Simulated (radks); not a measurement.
Values are calculated unless marked as measured or tabulated.
Charge is removed step by step from the 5d (averaged over the sub-levels emptied) level of the gadolinium ion Gd+, starting from [Xe] 4f7 5d1 6s1. Level of theory: Dirac Kohn-Sham, PBE, spin-unpolarised, spherical densities, finite nucleus; open shells are shared between the two j in proportion to 2j + 1; Fermi nuclear charge, rms radius 5.1569 fm (a radial shooting solver on a logarithmic mesh with Libxc functionals).

| removed (e) | E - E(0) (eV) | eigenvalue (eV) | E minus straight line (eV) |
|---|---|---|---|
| 0 | 0.000 | -8.401 | 0.000 |
| 0.25 | 2.347 | -10.394 | -0.790 |
| 0.5 | 5.205 | -12.488 | -1.070 |
| 0.75 | 8.599 | -14.675 | -0.814 |
| 1 | 12.550 | -16.946 | 0.000 |

Removing the whole electron costs 12.550 eV by Delta-SCF, against 8.401 eV from minus the eigenvalue at the starting occupation. Slater's transition state (half an electron removed) gives 12.488 eV. Integrating minus the eigenvalue over the occupation (Janak's theorem) gives 12.550 eV. The mean slope of the eigenvalue, de/dn, is 8.54 eV per electron.
